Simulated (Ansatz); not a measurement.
Task: Name a neutral molecule of C, N, Si and H with LUMO energy (B3LYP/def2-TZVPP) between -0.05 and 0.25 eV and HOMO energy (ωB97M-V/def2-TZVPP) between -9.00 and -8.70 eV (Ansatz, PBE0-D4/def2-TZVP geometry).

Result: `C[Si](C)(C)/N=C/N[Si](C)(C)C` (0.16 eV, -8.97 eV). Other molecules can fit too; these were computed, each in one conformer that needn't be the lowest.

B3LYP here is the variant with VWN-RPA as its local correlation; programs differ in this.
